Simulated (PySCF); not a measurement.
**Working with the constants of ZnI**

PBE0 constants of ZnI, ²Σ⁺ (doublet), unpaired electrons σ ↑ (Zn cc-pVTZ-PP with ECP10, I cc-pVTZ-PP with ECP28; scalar-relativistic core potentials (PySCF 2.14); masses 63.9291 and 126.9045 u):

| Item | Value |
| --- | --- |
| ωe | 218.6 cm⁻¹ |
| ωexe | 0.814 cm⁻¹ |
| Be | 0.063425 cm⁻¹ |
| αe | 0.000285 cm⁻¹ |
| De to Zn + I | 1.44 eV |

Task: What force constant and bond length do these constants imply?

Result: Reduced mass μred = 42.513 u; k = 5.8918×10⁻⁷·μred·ωe² (u, cm⁻¹, mdyn/Å) = 1.20 mdyn/Å; Re = √(16.8576/(μred·Be)) (u, cm⁻¹, Å) = 2.500 Å.

Task: Estimate the centrifugal constant D from the Kratzer relation and find the Dunham coefficient a1.

Result: D = 4Be³/ωe² = 2.14e-08 cm⁻¹; a1 = −1 − αeωe/(6Be²) = -3.58.

Spin–orbit coupling is left out, which matters for elements this heavy, above all for dissociation energies. The state was picked by a PBE0 search and need not be the measured ground state.
